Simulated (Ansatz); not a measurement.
Consider the substitution at a C–C bond: `C=C(C)[SiH3]` + `CO[Si]O` → `CO[Si]OC` + `C=C[SiH3]`.

Computed with Ansatz on PBE0-D4/def2-TZVP structures; ΔE is electronic, products minus reactants. CBS: MP2 limit from def2 TZ/QZ plus the TZ coupled-cluster correction, frozen cores. One conformer a species, not always the lowest.

`C=C(C)[SiH3]`:

Z-matrix (Å, degrees):
```
C
C 1 1.499
H 1 1.095 2 111.1
H 1 1.093 2 111.6 3 -120.8
H 1 1.095 2 111.1 3 118.3
Si 2 1.869 1 118.5 3 -58.7
C 2 1.332 1 122.0 3 121.3
H 6 1.490 2 110.4 1 -58.6
H 6 1.490 2 110.5 1 59.9
H 6 1.486 2 109.9 1 -179.4
H 7 1.085 2 122.1 1 180.0
H 7 1.089 2 121.5 1 -0.0
```

`CO[Si]O`:

Z-matrix (Å, degrees):
```
C
O 1 1.411
H 1 1.092 2 109.5
H 1 1.097 2 112.0 3 -120.5
H 1 1.092 2 109.5 3 119.0
Si 2 1.657 1 123.9 3 120.6
O 6 1.644 2 99.6 1 -180.0
H 7 0.963 6 117.2 2 0.0
```

`CO[Si]OC`:

Z-matrix (Å, degrees):
```
C
O 1 1.407
H 1 1.093 2 111.9
H 1 1.094 2 110.5 3 121.5
H 1 1.092 2 108.7 3 -119.8
Si 2 1.642 1 139.2 3 -33.6
O 6 1.642 2 108.4 1 -7.5
C 7 1.407 6 139.2 2 -7.5
H 8 1.092 7 108.7 6 -153.2
H 8 1.093 7 111.9 6 -33.4
H 8 1.094 7 110.5 6 88.0
```

`C=C[SiH3]`:

Z-matrix (Å, degrees):
```
Si
C 1 1.859
H 1 1.488 2 110.8
H 1 1.487 2 109.0 3 -120.3
H 1 1.488 2 110.8 3 119.3
C 2 1.330 1 123.1 3 120.2
H 2 1.089 1 118.8 3 -59.8
H 6 1.087 2 122.2 1 -180.0
H 6 1.087 2 121.7 1 0.0
```

```
       species  CCSD/CBS(def2) energy (Eh)
`C=C(C)[SiH3]`                  -407.99675
     `CO[Si]O`                  -479.90667
    `CO[Si]OC`                  -519.13367
   `C=C[SiH3]`                  -368.74048
```

Work out ΔE.

ΔE = (-519.13367) + (-368.74048) − (-407.99675) − (-479.90667) = 0.02927 Eh = +76.8 kJ/mol. CCSD(T)/CBS gives +78.0 kJ/mol.

What do rigid-rotor, harmonic-oscillator terms from PBE0-D4/def2-TZVP frequencies (298.15 K, 1 bar) make of the CCSD(T)/CBS value? (Best estimate.)

Computed: ΔZPE = +0.1 kJ/mol, ΔH = +79.4 kJ/mol, ΔS = 10 J/(mol·K), ΔG = +76.3 kJ/mol.

Largest T1 diagnostic among the species: 0.014.

From BLYP to BHLYP (50 % exact exchange), in def2-TZVPP and without D4, ΔE moves by +3.8 kJ/mol. Leaving LDA and LC-ωPBE aside and taking each functional with its dispersion term where it has one, the values, not all of them listed here, spread over 16.4 kJ/mol, from BLYP-D4 to PBE-QIDH. LDA lies +6.7 kJ/mol from PBE without D4.
